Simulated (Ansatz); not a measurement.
Geometry optimisation, Ansatz 0.2.0, RKS PBE/def2-SVP.

input.yaml

```yaml
crystal:
  periodic: [false, false, false]
  atoms:
    - { symbol: Ta, position_ang: [-0.466963, -0.163407, 0.226909] }
    - { symbol: Cl, position_ang: [3.195719, -0.163912, 0.483216] }
    - { symbol: Cl, position_ang: [0.090492, 0.553068, 2.352548] }
    - { symbol: F, position_ang: [0.511737, -0.064367, -1.369545] }
    - { symbol: Cl, position_ang: [-1.389605, 1.929808, -0.293406] }
    - { symbol: Cl, position_ang: [-2.540597, -1.163989, 0.108504] }
    - { symbol: O, position_ang: [0.327476, -1.953039, 0.56226] }
    - { symbol: Si, position_ang: [0.177906, -3.610221, 0.925074] }
    - { symbol: H, position_ang: [1.295399, -4.351836, 0.250614] }
    - { symbol: H, position_ang: [0.257307, -3.796186, 2.41338] }
    - { symbol: H, position_ang: [-1.154568, -4.072348, 0.410639] }
    - { symbol: H, position_ang: [2.421497, -1.253172, 0.575707] }
basis:
  gaussian: { orbitals: def2-SVP }
hamiltonian:
  xc: pbe
relax:
  f_tol: 0.03
  max_steps: 50
```

Launched with:

```bash
$ ansatz run input.yaml --threads 4 --pin off --max-ram 5120MiB --backend cpu --events-out ev --progress --plain --runs-dir out
```

Question: Where does it end, and by what steps?

Answer: The forces met the threshold. After 29 steps the energy has fallen by 0.211 eV; Cl2 moved furthest, 1.07 Å.

| step | energy less start (eV) | largest force component (eV/Å) | accepted |
| --- | --- | --- | --- |
| 0 | 0.0000 | 0.963 | yes |
| 2 | -0.0476 | 0.627 | yes |
| 4 | -0.0740 | 0.188 | yes |
| 6 | -0.0807 | 0.520 | yes |
| 8 | -0.0899 | 0.099 | yes |
| 10 | -0.0917 | 0.420 | no |
| 12 | -0.0986 | 0.171 | yes |
| 14 | -0.1031 | 0.115 | yes |
| 16 | -0.1135 | 0.350 | yes |
| 18 | -0.1445 | 0.463 | yes |
| 20 | -0.1668 | 0.568 | yes |
| 22 | -0.1972 | 0.153 | yes |
| 24 | -0.2069 | 0.174 | yes |
| 26 | -0.2103 | 0.066 | yes |
| 28 | -0.2107 | 0.033 | yes |
| 29 | -0.2109 | 0.029 | yes |

```xyz
12
Properties=species:S:1:pos:R:3
Ta -0.745 -0.197 0.273
Cl 3.234 -1.189 0.780
Cl -0.561 0.456 2.476
F 0.714 -0.250 -0.956
Cl -0.999 2.043 -0.429
Cl -2.887 -0.749 -0.371
O -0.305 -1.991 0.701
Si 0.325 -3.540 1.035
H 1.288 -3.908 -0.053
H 0.991 -3.498 2.376
H -0.839 -4.486 1.049
H 2.509 -0.802 -0.234
```

Whether the end is a true minimum wasn't checked by a vibrational analysis.

The run took 100 s on 4 threads of Arm Neoverse V2, on a shared host, peak memory 0.3 GiB.
